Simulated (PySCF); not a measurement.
## MnH7 at several levels of theory

All levels use the PBE0 minimum (singlet; H–H 0.868 Å, H–H 0.886 Å (×2), Mn–H 1.575 Å, Mn–H 1.579 Å, Mn–H 1.584 Å, Mn–H 1.613 Å, Mn–H 1.627 Å, Mn–H 1.644 Å, Mn–H 1.669 Å; H–H–Mn 71.3°, H–H–Mn 71.8°, H–H–Mn 73.2°, H–H–Mn 76.0°, H–H–Mn 76.5° (×2), H–Mn–H 30.4°, H–Mn–H 32.1° (×2), H–Mn–H 64.2°, H–Mn–H 71.0°, H–Mn–H 73.3°, H–Mn–H 81.7°, H–Mn–H 85.3° (×2), H–Mn–H 88.8°, H–Mn–H 94.3° (×2), H–Mn–H 95.7°, H–Mn–H 97.3°, H–Mn–H 102.9°, H–Mn–H 105.5°, H–Mn–H 112.8°, H–Mn–H 116.2°, H–Mn–H 126.0°, H–Mn–H 161.3°, H–Mn–H 163.5°), basis [Mn def2-TZVP, H def2-TZVP], no relativity, density fitting, no spin–orbit coupling, PySCF. For vertical energies the ionised species is a doublet (spins chosen at PBE0 and kept) and the electron-attached one a doublet. Atomisation goes to high-spin ground-configuration atoms, without zero-point energy. Open shells are unrestricted, also as the reference of the correlated levels. A dash marks a value that was not computed or is not defined at that level.

| level | atomisation (kJ/mol) | vertical IP (eV) | vertical EA (eV) | −ε(HOMO) (eV) | gap (eV) | dipole (D) |
| --- | --- | --- | --- | --- | --- | --- |
| PBE0 | 1375 | 7.66 | 0.03 | 6.08 | 4.68 | 1.94 |
| HF | 418 | 5.71 | -1.21 | 9.72 | 11.53 | 3.09 |
| MP2 | 1274 | 8.68 | -0.54 | – | – | – |
| PBE | 1546 | 7.87 | 0.25 | 4.15 | 1.01 | 1.58 |
| B3LYP | 1452 | 7.84 | 0.01 | 5.80 | 4.01 | 1.90 |
| r2SCAN | 1500 | 7.77 | 0.29 | 4.44 | 1.83 | 1.77 |
| TPSSh | 1576 | 7.79 | 0.02 | 5.04 | 2.96 | 1.87 |
| r2SCANh | 1439 | 7.70 | – | 5.19 | 3.25 | 1.89 |

Spin contamination in at least one species weakens the values at: PBE0, HF, MP2, PBE, B3LYP, r2SCAN, TPSSh.

Without diffuse functions attachment energies tend to come out too low.

Stability towards spin polarisation was not tested.
